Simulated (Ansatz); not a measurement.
Input file for Ansatz (a first-principles code): R-B97M-V/def2-TZVPPD on CH4O (SMILES CO). The basis file is the Basis Set Exchange's JSON of that set.

Ansatz 0.2 input:
```yaml
crystal:
  periodic: [false, false, false]
  atoms:
    - {symbol: C, position_ang: [-0.14211096, 0.33371878, 0.00000000]}
    - {symbol: O, position_ang: [-0.13222933, -1.08693234, 0.00000000]}
    - {symbol: H, position_ang: [-1.18690914, 0.64106540, -0.00000000]}
    - {symbol: H, position_ang: [0.78112306, -1.38933346, -0.00000000]}
    - {symbol: H, position_ang: [0.34006319, 0.75079081, 0.89118535]}
    - {symbol: H, position_ang: [0.34006319, 0.75079081, -0.89118535]}
basis:
  gaussian:
    orbitals: def2-TZVPPD.json
hamiltonian:
  xc: {name: B97M-V}
scf: {lower_state_search: off}
```

Problem. What total energy does the run end on?

Solution. -115.7473 hartree.
